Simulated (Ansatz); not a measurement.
`[CH3][GeH]([OH])[F]` + NH₃ → `[NH2][GeH]([OH])[F]` + CH₄ at 600 K and 1 bar (ligand exchange at a Ge–C bond).

Computed with Ansatz on PBE0-D4/def2-TZVP structures; ΔE is electronic, products minus reactants. CCSD(T)/CBS adds triple-zeta CCSD(T) − MP2 to the extrapolated MP2 energy (def2 sets, frozen cores). This one scheme is used for every species. For Ge outer-core shells are correlated without core-valence functions, which leaves a few kJ/mol of doubt a bond. Scalar relativity is left out up to krypton. One conformer a species, not always the lowest.

```
              species  CCSD(T)/CBS energy (Eh)  H − E (kJ/mol)  S (J/(mol·K))
`[CH3][GeH]([OH])[F]`              -2292.21807           215.3          416.3
                  NH₃                -56.50880           112.4          219.5
`[NH2][GeH]([OH])[F]`              -2308.27492           185.6          407.1
                  CH₄                -40.46206           140.4          215.7
```

H − E and S are ideal-gas, rigid-rotor, harmonic terms from PBE0-D4/def2-TZVP, for one conformer and one mirror image of each species. 1 Eh = 2625.50 kJ/mol, R = 8.31446 J/(mol·K).

**Question.** By hand: ΔE, ΔH, ΔS and ΔG.

**Answer.** ΔE = (-2308.27492) + (-40.46206) − (-2292.21807) − (-56.50880) = -0.01011 Eh = -26.5 kJ/mol. Δ(H − E) = 185.6 + 140.4 − 215.3 − 112.4 = -1.7, so ΔH = -28.2 kJ/mol. ΔS = 407.1 + 215.7 − 416.3 − 219.5 = -13.0 J/(mol·K). ΔG = -28.2 − 600 × (-13.0)/1000 = -20.4 kJ/mol.

**Question.** By hand: the equilibrium constant, and the temperature at which ΔG would vanish if ΔH and ΔS stayed fixed.

**Answer.** log₁₀ K = −ΔG/(RT ln 10) = 1.8. ΔG = 0 at ΔH/ΔS = 2169 K, though so small a ΔS makes that figure unsure.

The number of gas molecules stays the same, so ΔS is small and ΔH decides. A doubt of 5 kJ/mol in ΔE shifts log₁₀ K by 0.4 here. Other conformers and mirror images would add mixing entropy, several J/(mol·K) or more a flexible species. These are equilibria of isolated gas molecules and say nothing of rates. Largest T1 diagnostic: 0.012 (customary marks: 0.02 for closed shells, 0.045 for open ones).
